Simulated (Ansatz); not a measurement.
`C[Si](C)(C)C#Cc1ccc(-c2ccc(-c3ccc(-c4ccc(C#C[Si](C)(C)C)[se]4)[se]3)[se]2)[se]1`, relaxed as a singlet with RKS PBE-D4/def2-SVP in Ansatz, starting from the GFN2-xTB geometry. Force threshold 0.03 eV/Å.

Single mean-field runs in def2-SVP are fitted with def2-universal-jkfit.

Start:

```xyz
58

C     7.239   -9.028    2.577
Si    7.922   -7.486    3.464
C     7.585   -7.623    5.335
C     9.782   -7.253    3.112
C     7.042   -5.986    2.813
C     6.502   -4.988    2.382
C     5.909   -3.829    1.884
C     6.569   -2.696    1.470
C     5.754   -1.656    1.007
C     4.398   -1.905    1.027
C     3.359   -1.021    0.615
C     3.505    0.256    0.118
C     2.319    0.912   -0.217
C     1.155    0.206   -0.007
C    -0.163    0.662   -0.270
C    -1.350   -0.006   -0.079
C    -2.508    0.696   -0.431
C    -2.312    1.966   -0.920
C    -3.287    2.905   -1.352
C    -3.035    4.169   -1.834
C    -4.156    4.918   -2.204
C    -5.366    4.287   -2.035
C    -6.609    4.839   -2.335
C    -7.671    5.358   -2.610
Si   -9.208    6.291   -3.073
C    -9.843    5.638   -4.748
C   -10.536    6.042   -1.730
C    -8.709    8.127   -3.202
Se   -5.140    2.549   -1.333
Se   -0.473    2.385   -0.969
Se    1.538   -1.502    0.693
Se    4.042   -3.630    1.696
H     7.259   -8.909    1.498
H     7.818   -9.914    2.822
H     6.210   -9.217    2.866
H     6.554   -7.907    5.523
H     8.221   -8.372    5.799
H     7.762   -6.680    5.842
H     9.972   -7.171    2.046
H    10.367   -8.088    3.488
H    10.159   -6.348    3.580
H     7.643   -2.627    1.505
H     6.165   -0.725    0.656
H     4.469    0.719   -0.003
H     2.298    1.916   -0.620
H    -1.369   -1.010    0.321
H    -3.500    0.280   -0.332
H    -2.024    4.545   -1.915
H    -4.091    5.919   -2.594
H    -9.114    5.795   -5.537
H   -10.049    4.573   -4.700
H   -10.761    6.137   -5.043
H   -10.204    6.420   -0.768
H   -10.776    4.991   -1.605
H   -11.456    6.559   -1.988
H    -8.304    8.489   -2.262
H    -9.557    8.756   -3.459
H    -7.949    8.274   -3.964
```

Problem. Estimate the energy that the relaxation releases and the steps that it takes.

Solution. 51.0 kJ/mol, in 15 steps; 99 s on 2 threads of AMD EPYC 7R13 on a shared host and a share (18 GiB) of an NVIDIA H100 80GB HBM3. The force fell under the threshold at step 14, but the optimiser went on. No frequencies were taken in this run, so the end may be a saddle point.

Problem. Does the start keep its bonding?

Solution. By distances, no bond broke or formed. The bond that changes most is C5–C6, from 1.21 to 1.24 Å (atoms count from 1).

Problem. Predict the relaxed structure.

Solution. 
Cartesian coordinates in Å:
```
C 6.7946 -9.0762 2.5734
Si 7.6093 -7.6521 3.5145
C 7.1801 -7.7507 5.3543
C 9.4840 -7.6787 3.2696
C 6.9675 -6.0569 2.8389
C 6.5596 -4.9789 2.3818
C 6.0886 -3.7640 1.8655
C 6.8146 -2.6459 1.4483
C 6.0510 -1.5588 0.9663
C 4.6633 -1.7328 0.9719
C 3.6640 -0.7912 0.5414
C 3.8629 0.5050 0.0600
C 2.6964 1.2192 -0.2938
C 1.4846 0.5462 -0.1236
C 0.1524 1.0029 -0.3895
C -1.0593 0.3347 -0.2044
C -2.2245 1.0516 -0.5600
C -2.0254 2.3408 -1.0553
C -2.9991 3.3000 -1.4945
C -2.7923 4.5918 -1.9846
C -3.9523 5.3160 -2.3454
C -5.1640 4.6471 -2.1631
C -6.4684 5.0907 -2.4233
C -7.6306 5.4613 -2.6449
Si -9.3635 6.0089 -2.9715
C -9.9692 5.1834 -4.5620
C -10.4375 5.4822 -1.5071
C -9.3696 7.8889 -3.1587
Se -4.8527 2.9058 -1.4675
Se -0.1691 2.7364 -1.0938
Se 1.8124 -1.1925 0.5639
Se 4.2270 -3.4417 1.6563
H 7.0216 -9.0178 1.4895
H 7.1619 -10.0535 2.9513
H 5.6922 -9.0541 2.6934
H 6.0823 -7.7157 5.5102
H 7.5596 -8.6974 5.7940
H 7.6309 -6.9058 5.9140
H 9.7439 -7.6024 2.1946
H 9.9155 -8.6219 3.6635
H 9.9644 -6.8319 3.7997
H 7.9124 -2.6358 1.4968
H 6.5154 -0.6298 0.6067
H 4.8678 0.9407 -0.0306
H 2.7325 2.2488 -0.6815
H -1.0982 -0.6890 0.1982
H -3.2331 0.6236 -0.4548
H -1.7810 5.0153 -2.0823
H -3.9240 6.3398 -2.7434
H -9.3386 5.4744 -5.4255
H -9.9372 4.0788 -4.4728
H -11.0155 5.4806 -4.7822
H -10.0850 5.9514 -0.5668
H -10.4113 4.3823 -1.3708
H -11.4932 5.7831 -1.6695
H -8.9961 8.3806 -2.2381
H -10.3975 8.2576 -3.3540
H -8.7247 8.2057 -4.0025
```
Bond lengths: 19 × C–C 1.24 to 1.44 Å; 8 × C–Se 1.89 to 1.90 Å; 8 × C–Si 1.85 to 1.89 Å; 26 × C–H 1.10 to 1.11 Å.
